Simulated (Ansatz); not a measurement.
Coupled-cluster diagnostics for Ge3Te2, Ansatz.

Geometry of the singlet (PBE-D4/def2-SVP):

```xyz
5

Ge    0.285   -1.403   -0.099
Ge   -1.258   -0.296    1.621
Ge   -0.703    1.189   -0.391
Te    0.272   -0.170   -2.429
Te    1.403    0.681    1.297
```

In the def2 sets Te takes a core potential; there is no spin–orbit coupling. Correlated methods freeze 35 core orbitals; core or outer-core shells of Ge, Te are correlated, in sets that lack core-valence functions. Another isomer (singlet) lies 0.50 eV lower at PBE0-D4/def2-TZVP; other spin states weren't run for this one.

Question: Estimate the CCSD(T) correlation energy, the shares of MP2 and (T), T1 and the reference's ⟨S²⟩ for: charge 0, singlet, own geometry in def2-SVP; and the rough time on 4 threads of Arm Neoverse V2 on a shared host.

Answer: 
```
                          state     basis  correlation (eV)  MP2 share (%)  (T) share (%)     T1  ⟨S²⟩ (pure)  wall time                  remarks
charge 0, singlet, own geometry  def2-SVP           -25.324           97.5            4.9  0.014  0.00 (0.00)       73 s  restricted SCF unstable
```
Customary marks for T1 are 0.02 (closed shells), 0.045 (open shells) and about 0.05 (3d metals). T1 stays under 0.02 throughout.
